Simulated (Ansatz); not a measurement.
`C=C([SiH3])NBF` and `C=C([SiH3])NC` differ in one atom or group.

Ansatz, PBE0-D4/def2-TZVP geometries, multiplicity 1. Each molecule was computed in one conformer, which needn't be the lowest.

```tsv
property	`C=C([SiH3])NBF`
HOMO–LUMO gap (ωB97M-V/def2-TZVPP) / eV	10.71
HOMO energy (ωB97M-V/def2-TZVPP) / eV	-9.19
HOMO–LUMO gap (PBE0/def2-TZVPP) / eV	6.54
LUMO energy (B3LYP/def2-TZVPP) / eV	-0.70
size of the dipole moment (ωB97M-V/def2-TZVPP) / D	1.47
HOMO energy (PBE/def2-TZVPP) / eV	-5.96
```

(1) What does the change do to each property? (Estimate.)

## Answers

(1) The calculation gave: 
```csv
property,`C=C([SiH3])NC`,shift
HOMO–LUMO gap (ωB97M-V/def2-TZVPP) / eV,10.35,-0.36
HOMO energy (ωB97M-V/def2-TZVPP) / eV,-8.12,1.07
HOMO–LUMO gap (PBE0/def2-TZVPP) / eV,6.16,-0.38
LUMO energy (B3LYP/def2-TZVPP) / eV,0.02,0.72
size of the dipole moment (ωB97M-V/def2-TZVPP) / D,1.63,0.16
HOMO energy (PBE/def2-TZVPP) / eV,-4.82,1.14
```

With PBE0 the HOMO rises by 1.10 eV and the LUMO rises by 0.72 eV, so the gap narrows by about 0.38 eV. PBE moves the HOMO by 1.14 eV and ωB97M-V by 1.07 eV. Dipoles are sizes alone; their direction can turn.

B3LYP here is the variant with VWN-RPA as its local correlation; programs differ in this.
